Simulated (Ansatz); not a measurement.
Reaction (ligand exchange at a Ta–F bond): `[F][Ta]([F])([F])([F])[F]` + HCl → `[F][Ta]([F])([F])([F])[Cl]` + H–F

Calculated with Ansatz (gas phase, PBE0-D4/def2-TZVP geometries, no zero-point term in ΔE). CCSD(T)/CBS is the MP2 limit (def2-TZVPP, def2-QZVPP) plus CCSD(T) − MP2 in def2-TZVPP, frozen cores. This one scheme is used for every species. Functionals use def2-TZVPP. B3LYP here is the variant with VWN-RPA as its local correlation; programs differ in this. HSE06 is defined as in plane-wave codes. def2 core potentials past Kr. For Ta outer-core shells are correlated without core-valence functions, which leaves a few kJ/mol of doubt a bond.

Task: Is it downhill or uphill in electronic energy at CCSD(T)/CBS, and by how much? (Estimate.)

Result: Ansatz gave: Uphill: ΔE = +29.2 kJ/mol.

Task: What do these levels give: B97M-V, B3LYP-D4, HSE06-D4, HF/def2-SVP, MP2/def2-QZVPP, CCSD/CBS(def2)? (Estimate.)

Result: Ansatz gave: B97M-V 37.0, B3LYP-D4 37.3, HSE06-D4 28.7, HF/def2-SVP 49.5, MP2/def2-QZVPP 24.4, CCSD/CBS(def2) 32.6 kJ/mol.

Largest T1 diagnostic among the species: 0.018.

From BLYP to BHLYP (50 % exact exchange), in def2-TZVPP and without D4, ΔE moves by −4.0 kJ/mol. The D4 term adds −3.4 kJ/mol with B3LYP and −1.9 kJ/mol with PBE0; it sums over pairs of atoms, weighted by their polarisabilities, and B3LYP, whose exchange is more repulsive, gets the larger term. In def2-TZVPP, CCSD(T) changes the Hartree–Fock value by −8.5 kJ/mol (the triples alone add −3.4 kJ/mol) and MP2 by −15.6 kJ/mol.
